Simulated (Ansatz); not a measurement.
The cluster Be₅S₄⁺, 9 atoms. Hardware: 4 threads of Intel Xeon on a shared host.

Correlated methods freeze 20 core orbitals.

Question: How many basis functions does each of these Ansatz runs have, and roughly what does it cost? PBE0-D4/def2-SVP, charge 1 doublet, energy, from earlier orbitals; PBE-D4/def2-TZVP, charge 1 doublet, energy and forces, from earlier orbitals; HF/def2-TZVP, charge 1 doublet, energy, from earlier orbitals; PBE-D4/def2-SVP, charge 1 doublet, energy, from earlier orbitals; PBE0-D4/def2-SVP, charge 1 doublet, energy with a search over starts; B97M-V/def2-TZVP, charge 1 doublet, energy, from earlier orbitals; CCSD(T)/def2-SVP, charge 1 doublet, energy, from earlier orbitals; B2PLYP/def2-TZVP, charge 1 doublet, energy, from earlier orbitals; PBE0-D4/def2-TZVP, charge 1 doublet, energy, from earlier orbitals; PBE-D4/def2-SVP, charge 1 doublet, relaxation, 15 steps; r2SCAN-D4/def2-TZVP, charge 1 doublet, energy, from earlier orbitals; MP2/def2-TZVP, charge 1 doublet, energy, from earlier orbitals.

Answer: Other jobs shared the machine, so times can vary by a factor of up to 3. A dash marks memory too small to be measured apart from the calling script's.

```tsv
run	functions	fitting or Cholesky vectors	wall time	peak host memory (GiB)
PBE-D4/def2-SVP, charge 1 doublet, energy, from earlier orbitals	117	1490	7 s	–
PBE0-D4/def2-SVP, charge 1 doublet, energy, from earlier orbitals	117	1272	12 s	–
PBE-D4/def2-TZVP, charge 1 doublet, energy and forces, from earlier orbitals	243	1749	15 s	–
MP2/def2-TZVP, charge 1 doublet, energy, from earlier orbitals	243	1637	27 s	0.8
PBE0-D4/def2-TZVP, charge 1 doublet, energy, from earlier orbitals	243	1789	30 s	1.2
r2SCAN-D4/def2-TZVP, charge 1 doublet, energy, from earlier orbitals	243	1749	31 s	0.57
B97M-V/def2-TZVP, charge 1 doublet, energy, from earlier orbitals	243	1749	36 s	0.75
PBE0-D4/def2-SVP, charge 1 doublet, energy with a search over starts	117	1272	38 s	–
B2PLYP/def2-TZVP, charge 1 doublet, energy, from earlier orbitals	243	1637	40 s	0.89
HF/def2-TZVP, charge 1 doublet, energy, from earlier orbitals	243	2088	49 s	1.7
PBE-D4/def2-SVP, charge 1 doublet, relaxation, 15 steps	117	1490	87 s	–
CCSD(T)/def2-SVP, charge 1 doublet, energy, from earlier orbitals	117	1272	1.8 min	1.4
```
